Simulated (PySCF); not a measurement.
Relaxation of doublet TcOI2

Method: UPBE in PySCF with Tc def2-SVP with ECP28, O def2-SVP, I def2-SVP with ECP28; scalar-relativistic core potentials, no spin–orbit coupling; density-fitted integrals. A (50,194) grid was used.

A hand-made trigonal planar start, of C2v symmetry, held to at least that symmetry:

```xyz
4
charge 0 multiplicity 2, angstrom
Tc   -0.4108   -0.7115    0.0000
O    -1.2958   -2.2444    0.0000
I     2.1992   -0.7115    0.0000
I    -1.7158    1.5488    0.0000
```

Problem. What does it relax to?

Solution. It ends at C2v with Tc–I 2.564 Å (×2), Tc–O 1.637 Å; I–Tc–I 118.2°, I–Tc–O 120.9° (×2) (after a last refinement on a finer grid). The frequency run here used a shortcut that can spoil soft modes, so no verdict on minimum or saddle point is given. Other isomers or separated fragments may lie lower.

Problem. How much energy is released, and in how many steps?

Solution. 41.4 kJ/mol in 4 steps.

Other spin states or occupations of the open shell can lie lower. With an element this heavy the missing spin–orbit coupling can shift these numbers.

The relaxation took about 50 core-seconds on a shared host.
